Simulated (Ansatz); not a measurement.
Ansatz (a quantum-chemistry and plane-wave program) input file for C4H7FO, SMILES CC1(F)COC1, PBE0-D3(BJ)/def2-SVP. 

Ansatz 0.2 input:
```yaml
crystal:
  periodic: [false, false, false]
  atoms:
    - {symbol: C, position_ang: [-1.06887948, 1.40095644, -0.00000000]}
    - {symbol: C, position_ang: [0.06651152, 0.40015970, -0.00000000]}
    - {symbol: F, position_ang: [1.26687395, 1.08429919, 0.00000000]}
    - {symbol: C, position_ang: [0.00909158, -0.73167590, -1.03344789]}
    - {symbol: O, position_ang: [-0.22210782, -1.69195268, 0.00000000]}
    - {symbol: C, position_ang: [0.00909158, -0.73167590, 1.03344789]}
    - {symbol: H, position_ang: [-1.00133690, 2.03030825, 0.88489170]}
    - {symbol: H, position_ang: [-1.00133690, 2.03030825, -0.88489169]}
    - {symbol: H, position_ang: [-2.02157803, 0.87986645, 0.00000000]}
    - {symbol: H, position_ang: [-0.80776558, -0.69088698, -1.75620558]}
    - {symbol: H, position_ang: [0.95994441, -0.90418317, -1.54530514]}
    - {symbol: H, position_ang: [-0.80776559, -0.69088698, 1.75620558]}
    - {symbol: H, position_ang: [0.95994442, -0.90418318, 1.54530514]}
basis:
  gaussian:
    orbitals: def2-SVP
hamiltonian:
  xc: pbe0
  dispersion: d3bj
relax: {f_tol: 0.002, max_steps: 200}
```

Program output:

```
WARN ansatz: RAYON_NUM_THREADS=2 ignored (pool sized by the plan → 2); use --threads N
Functional definition: PBE0
integrals: 0.09 GiB planned
1336 factors; integrals over basis functions are off by at most 2.5e-4 eV
mean field: 0.65 GiB planned
mean field evaluation 1: about -9003.3952 eV, gradient 4.7e1 eV
mean field evaluation 2: about -9003.3515 eV, gradient 4.8e1 eV
mean field evaluation 4: about -9008.3783 eV, gradient 2.4e0 eV
mean field evaluation 8: about -9008.4362 eV, gradient 1.7e-1 eV
mean field evaluation 16: about -9008.4362 eV, gradient 2.2e-5 eV
mean field -9008.43622931 eV, -331.0539252899 hartree, gradient 2.2e-5 eV, S^2 0.000000; 0 other end points of the search recorded, 0 dependent functions left out
the calculation of the forces begins
reference -9008.43625285 eV, -331.0539261549 hartree; 24, 24 occupied and 95, 95 virtual orbitals, 1336 factors
relax step   1: F+E_penalty+E_count = -9008.64925452 eV  Δ(F+E_penalty+E_count) = +0.000e0 eV  max|allowed force component| = 7.488e-1 eV/Å  Δτ_max = 0.0000 Å  (28 SCF iters, accepted)
these checks for a lower state are left out or cut short: starts, cluster_reference, orbital_swaps, neighbouring_geometries, increment
integrals: 0.09 GiB planned
1336 factors; integrals over basis functions are off by at most 2.5e-4 eV
mean field: 0.65 GiB planned
mean field -9008.46007996 eV, -331.0548017851 hartree, gradient 1.3e-5 eV, S^2 0.000000; 0 other end points of the search recorded, 0 dependent functions left out
the calculation of the forces begins
reference -9008.46010343 eV, -331.0548026474 hartree; 24, 24 occupied and 95, 95 virtual orbitals, 1336 factors
relax step   2: F+E_penalty+E_count = -9008.67306924 eV  Δ(F+E_penalty+E_count) = -2.381e-2 eV  max|allowed force component| = 2.452e-1 eV/Å  Δτ_max = 0.0159 Å  (30 SCF iters, accepted)
these checks for a lower state are left out or cut short: starts, cluster_reference, orbital_swaps, neighbouring_geometries, increment
integrals: 0.09 GiB planned
1336 factors; integrals over basis functions are off by at most 2.6e-4 eV
mean field: 0.65 GiB planned
mean field evaluation 32: about -9008.4632 eV, gradient 1.3e-5 eV
mean field -9008.46316384 eV, -331.0549151155 hartree, gradient 1.3e-5 eV, S^2 0.000000; 0 other end points of the search recorded, 0 dependent functions left out
the calculation of the forces begins
reference -9008.46318729 eV, -331.0549159774 hartree; 24, 24 occupied and 95, 95 virtual orbitals, 1336 factors
relax step   3: F+E_penalty+E_count = -9008.67603534 eV  Δ(F+E_penalty+E_count) = -2.966e-3 eV  max|allowed force component| = 6.130e-2 eV/Å  Δτ_max = 0.0094 Å  (31 SCF iters, accepted)
these checks for a lower state are left out or cut short: starts, cluster_reference, orbital_swaps, neighbouring_geometries, increment
integrals: 0.09 GiB planned
1336 factors; integrals over basis functions are off by at most 2.6e-4 eV
mean field: 0.65 GiB planned
mean field -9008.46336078 eV, -331.0549223529 hartree, gradient 2.3e-5 eV, S^2 0.000000; 0 other end points of the search recorded, 0 dependent functions left out
the calculation of the forces begins
reference -9008.46338422 eV, -331.0549232143 hartree; 24, 24 occupied and 95, 95 virtual orbitals, 1336 factors
relax step   4: F+E_penalty+E_count = -9008.67625592 eV  Δ(F+E_penalty+E_count) = -2.206e-4 eV  max|allowed force component| = 1.576e-2 eV/Å  Δτ_max = 0.0038 Å  (23 SCF iters, accepted)
these checks for a lower state are left out or cut short: starts, cluster_reference, orbital_swaps, neighbouring_geometries, increment
integrals: 0.09 GiB planned
1336 factors; integrals over basis functions are off by at most 2.6e-4 eV
mean field: 0.65 GiB planned
mean field -9008.46347854 eV, -331.0549266803 hartree, gradient 2.4e-5 eV, S^2 0.000000; 0 other end points of the search recorded, 0 dependent functions left out
the calculation of the forces begins
reference -9008.46350197 eV, -331.0549275414 hartree; 24, 24 occupied and 95, 95 virtual orbitals, 1336 factors
relax step   5: F+E_penalty+E_count = -9008.67638866 eV  Δ(F+E_penalty+E_count) = -1.327e-4 eV  max|allowed force component| = 1.631e-2 eV/Å  Δτ_max = 0.0072 Å  (23 SCF iters, accepted)
these checks for a lower state are left out or cut short: starts, cluster_reference, orbital_swaps, neighbouring_geometries, increment
integrals: 0.09 GiB planned
1336 factors; integrals over basis functions are off by at most 2.6e-4 eV
mean field: 0.65 GiB planned
mean field -9008.46363037 eV, -331.0549322600 hartree, gradient 1.2e-5 eV, S^2 0.000000; 0 other end points of the search recorded, 0 dependent functions left out
the calculation of the forces begins
reference -9008.46365378 eV, -331.0549331204 hartree; 24, 24 occupied and 95, 95 virtual orbitals, 1336 factors
relax step   6: F+E_penalty+E_count = -9008.67660395 eV  Δ(F+E_penalty+E_count) = -2.153e-4 eV  max|allowed force component| = 3.307e-2 eV/Å  Δτ_max = 0.0172 Å  (30 SCF iters, accepted)
these checks for a lower state are left out or cut short: starts, cluster_reference, orbital_swaps, neighbouring_geometries, increment
integrals: 0.09 GiB planned
1336 factors; integrals over basis functions are off by at most 2.6e-4 eV
mean field: 0.65 GiB planned
mean field -9008.46356661 eV, -331.0549299171 hartree, gradient 7.3e-6 eV, S^2 0.000000; 0 other end points of the search recorded, 0 dependent functions left out
the calculation of the forces begins
reference -9008.46359002 eV, -331.0549307772 hartree; 24, 24 occupied and 95, 95 virtual orbitals, 1336 factors
relax step   7: F+E_penalty+E_count = -9008.67662306 eV  Δ(F+E_penalty+E_count) = -1.911e-5 eV  max|allowed force component| = 4.550e-2 eV/Å  Δτ_max = 0.0079 Å  (23 SCF iters, accepted)
these checks for a lower state are left out or cut short: starts, cluster_reference, orbital_swaps, neighbouring_geometries, increment
integrals: 0.09 GiB planned
1336 factors; integrals over basis functions are off by at most 2.7e-4 eV
mean field: 0.65 GiB planned
mean field evaluation 64: about -9008.4636 eV, gradient 1.6e-1 eV
mean field -9008.46367401 eV, -331.0549338639 hartree, gradient 1.2e-5 eV, S^2 0.000000; 0 other end points of the search recorded, 0 dependent functions left out
the calculation of the forces begins
reference -9008.46369739 eV, -331.0549347230 hartree; 24, 24 occupied and 95, 95 virtual orbitals, 1336 factors
relax step   8: F+E_penalty+E_count = -9008.67679883 eV  Δ(F+E_penalty+E_count) = -1.758e-4 eV  max|allowed force component| = 2.708e-2 eV/Å  Δτ_max = 0.0220 Å  (29 SCF iters, accepted)
these checks for a lower state are left out or cut short: starts, cluster_reference, orbital_swaps, neighbouring_geometries, increment
integrals: 0.09 GiB planned
1336 factors; integrals over basis functions are off by at most 2.7e-4 eV
mean field: 0.65 GiB planned
mean field -9008.46369371 eV, -331.0549345879 hartree, gradient 1.7e-5 eV, S^2 0.000000; 0 other end points of the search recorded, 0 dependent functions left out
the calculation of the forces begins
reference -9008.46371710 eV, -331.0549354473 hartree; 24, 24 occupied and 95, 95 virtual orbitals, 1336 factors
relax step   9: F+E_penalty+E_count = -9008.67680921 eV  Δ(F+E_penalty+E_count) = -1.038e-5 eV  max|allowed force component| = 7.421e-3 eV/Å  Δτ_max = 0.0032 Å  (23 SCF iters, accepted)
these checks for a lower state are left out or cut short: starts, cluster_reference, orbital_swaps, neighbouring_geometries, increment
integrals: 0.09 GiB planned
1336 factors; integrals over basis functions are off by at most 2.7e-4 eV
mean field: 0.65 GiB planned
mean field -9008.46369961 eV, -331.0549348047 hartree, gradient 2.9e-5 eV, S^2 0.000000; 0 other end points of the search recorded, 0 dependent functions left out
the calculation of the forces begins
reference -9008.46372300 eV, -331.0549356641 hartree; 24, 24 occupied and 95, 95 virtual orbitals, 1336 factors
relax step  10: F+E_penalty+E_count = -9008.67681355 eV  Δ(F+E_penalty+E_count) = -4.342e-6 eV  max|allowed force component| = 2.163e-3 eV/Å  Δτ_max = 0.0009 Å  (20 SCF iters, accepted)
these checks for a lower state are left out or cut short: starts, cluster_reference, orbital_swaps, neighbouring_geometries, increment
integrals: 0.09 GiB planned
1336 factors; integrals over basis functions are off by at most 2.7e-4 eV
mean field: 0.65 GiB planned
mean field -9008.46369513 eV, -331.0549346401 hartree, gradient 2.6e-5 eV, S^2 0.000000; 0 other end points of the search recorded, 0 dependent functions left out
the calculation of the forces begins
reference -9008.46371852 eV, -331.0549354994 hartree; 24, 24 occupied and 95, 95 virtual orbitals, 1336 factors
relax step  11: F+E_penalty+E_count = -9008.67681402 eV  Δ(F+E_penalty+E_count) = -4.674e-7 eV  max|allowed force component| = 2.348e-4 eV/Å  Δτ_max = 0.0005 Å  (18 SCF iters, accepted)
integrals: 0.09 GiB planned
1336 factors; integrals over basis functions are off by at most 2.7e-4 eV
mean field: 0.65 GiB planned
mean field evaluation 96: about -9008.4637 eV, gradient 5.7e-3 eV
mean field -9008.46369513 eV, -331.0549346401 hartree, gradient 2.6e-5 eV, S^2 0.000000; 1 other end points of the search recorded, 0 dependent functions left out
the calculation of the forces begins
reference -9008.46371852 eV, -331.0549354994 hartree; 24, 24 occupied and 95, 95 virtual orbitals, 1336 factors
Total energy: -9008.67683740 eV, -331.0627674741 hartree
Atom 0 at    -1.063644     1.392095     0.000000 Å, force     0.000079     0.000073    -0.000009 eV/Å
Atom 1 at     0.070937     0.403800    -0.000000 Å, force    -0.000100    -0.000235     0.000022 eV/Å
Atom 2 at     1.262012     1.087254     0.000002 Å, force     0.000045     0.000123    -0.000008 eV/Å
Atom 3 at     0.005286    -0.735253    -1.023532 Å, force     0.000189     0.000117     0.000216 eV/Å
Atom 4 at    -0.286499    -1.682515    -0.000001 Å, force     0.000018    -0.000023    -0.000004 eV/Å
Atom 5 at     0.005285    -0.735253     1.023532 Å, force     0.000190     0.000120    -0.000217 eV/Å
Atom 6 at    -1.010278     2.032584     0.893035 Å, force    -0.000033     0.000187    -0.000057 eV/Å
Atom 7 at    -1.010280     2.032579    -0.893038 Å, force    -0.000042     0.000194     0.000058 eV/Å
Atom 8 at    -2.029222     0.866682     0.000003 Å, force    -0.000069    -0.000126    -0.000004 eV/Å
Atom 9 at    -0.784296    -0.680082    -1.791960 Å, force    -0.000121    -0.000078    -0.000064 eV/Å
Atom 10 at     0.982842    -0.910678    -1.507969 Å, force    -0.000017    -0.000136     0.000118 eV/Å
Atom 11 at    -0.784297    -0.680082     1.791959 Å, force    -0.000121    -0.000079     0.000066 eV/Å
Atom 12 at     0.982841    -0.910678     1.507969 Å, force    -0.000018    -0.000137    -0.000117 eV/Å
Dipole moment:    -0.217885     0.225866    -0.000000 e Å
```

The run converged.

Cost: about 100 core-seconds (a rough figure).
